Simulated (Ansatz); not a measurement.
```xyz
11

C    -0.144   -1.368    0.504
C     0.177   -0.045   -0.120
Br   -2.627    1.573    1.527
C     1.213    0.108   -0.951
Al   -0.819    1.588    0.165
H     0.557   -2.148    0.190
H    -0.120   -1.305    1.596
H    -1.156   -1.692    0.243
H     1.454    1.065   -1.409
H     1.874   -0.719   -1.216
H    -0.410    2.944   -0.529
```

Total charge 0; spin multiplicity 1. The bonds changed during the relaxation, so this is another structure than the one it started from.

Task: List the PBE/def2-TZVPP orbital energies in eV (the Gaussian-basis code of Ansatz). (Estimate.)

Result: Computed: Occupied: -13088.63, -1681.76, -1516.11, -1516.08, -1516.07, -1507.11, -269.24, -269.13, -268.96, -228.55, -170.65, -170.56, -170.52, -107.35, -69.45, -69.29, -69.18, -67.34, -67.32, -67.29, -67.21, -67.21, -19.65, -18.91, -17.12, -13.33, -11.62, -10.51, -10.23, -9.80, -8.97, -7.99, -7.43, -7.40, -6.80, -6.68. Lowest empty: -2.35, -0.74, -0.68, 0.37, 0.80, 1.61, 2.09, 2.18.
